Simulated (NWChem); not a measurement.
Species: AlHIF; SMILES [AlH]([F])[I]

```xyz
4

Al     0.5580     1.5155     0.0000
F     -0.6671     2.6370     0.0000
H      2.0454     2.0141     0.0000
I     -0.0622    -0.8575     0.0000
```
Atoms are numbered in this order, from 1.

All runs: NWChem. All runs use the structure optimised with PBE0/def2-SVP. def2 effective core potentials on I; no spin-orbit coupling.

For level B3LYP/STO-3G (all-electron, non-relativistic):

* **highest occupied level (eV)**: -4.40
* **orbital gap (eV)**: 7.96
* **dipole (D)**: 2.53

Estimate the same quantities for level B3LYP/def2-SVP (core potentials).


| Quantity | Value |
|---|---|
| highest occupied level (eV) | -7.72 |
| orbital gap (eV) | 6.17 |
| dipole (D) | 1.13 |
